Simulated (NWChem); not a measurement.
Species: C$_{3}$H$_{7}$NSi; SMILES [SiH3]C1=NCC1

```xyz
12

Si     0.0219     1.8390     0.0393
C      0.0019    -0.0492     0.0534
N      0.9972    -0.8181     0.3810
C      0.1777    -2.0425     0.1315
C     -1.0207    -1.1310    -0.2628
H     -1.0254     2.3575     0.9616
H      1.3571     2.3265     0.4621
H     -0.2905     2.3325    -1.3300
H      0.5928    -2.6699    -0.6652
H      0.0481    -2.6514     1.0332
H     -1.3537    -1.1903    -1.3053
H     -1.8983    -1.1718     0.3926
```
Atoms are numbered in this order, from 1.

All runs: NWChem. Pople sets run with spherical d functions. The geometry was optimised at B3LYP/6-31G* (spherical d). B3LYP is NWChem's, with the RPA form of VWN correlation. Level: B3LYP/6-31G* with SMD (1 M gas to 1 M solution), gas-phase geometry. Reactions with the solvent are ignored.

For solvent water:

* **solvation free energy (kcal/mol)**: -4.4
* **dipole in solution (D)**: 2.97

Q: Estimate the same quantities for solvent toluene.

A: 
| Property | Result |
|---|---|
| solvation free energy (kcal/mol) | -3.3 |
| dipole in solution (D) | 2.57 |
